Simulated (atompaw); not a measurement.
# What the settings do to the PAW (atompaw) potential of oxygen

Base potential:

atompaw 4.2.0.5 input, output lines left out:

```
O 8
GGA-PBE scalarrelativistic loggrid 1500 logderivrange -5 5 251
2 2 0 0 0 0
2 1 3
0 0 0
c
v
v
1
1.90 1.65 1.55 1.00
y
-1.75
n
y
-0.7
n
custom polynom gramschmidtortho sinc
2 1 troulliermartins
1.90
1.90
1.90
1.90
```

Cutoffs, loose and tight: the cutoffs (Ry, on a coarse ladder) from which the occupation-weighted sum of valence levels, in a spherical-Bessel basis at the reference potential, stays within 10 and 1 mRy of its value at 400 Ry. They see the waves, projectors and local potential, not the compensation charge or the core. A dash means not determined.

A true bound ghost makes a file unfit for plane-wave use even where its test errors are small: the radial tests pick states by their node count and pass the ghost by.

```tsv
change	outcome	cutoff, loose	cutoff, tight	bound ghosts
base	generated	18 Ry	35 Ry	none
core correction smooth core density matched at 1.64 bohr	generated	18 Ry	35 Ry	none
all radii scaled by about 1.25 (s 2.38, p 2.38 bohr); local potential troulliermartins scheme with l = 2 at 1 Ry, radius 1.94 bohr; augmentation sinc compensation charge, radius 2.06 bohr; PAW radius 2.38 bohr; waves and projectors: custom polynom gramschmidtortho; core correction smooth core density matched at 1.26 bohr	generated	12 Ry	21 Ry	none
reference 2s2 2p4	generated	18 Ry	35 Ry	none
wave 2s channel at -1.75 Ry: rc 1.90 bohr becomes 2s channel at -2.05 Ry: rc 1.90 bohr	generated	18 Ry	35 Ry	none
```

(1) What comes out with this change to the base: augmentation sinc compensation charge, radius 1.65 bohr; PAW radius 1.90 bohr; waves and projectors: modrrkj vanderbiltortho?

(2) What comes out with this change to the base: wave 2p (bound): rc 1.90 bohr becomes 2p (bound): rc 1.76 bohr?

(3) What comes out with this change to the base: wave 2p (bound): rc 1.90 bohr becomes 2p (bound): rc 1.74 bohr?

Results:

(1) outcome: generated; cutoff, loose: 18 Ry; cutoff, tight: 30 Ry; bound ghosts: s.

(2) outcome: generated; cutoff, loose: 21 Ry; cutoff, tight: 40 Ry; bound ghosts: none.

(3) outcome: generated; cutoff, loose: 25 Ry; cutoff, tight: 40 Ry; bound ghosts: none.
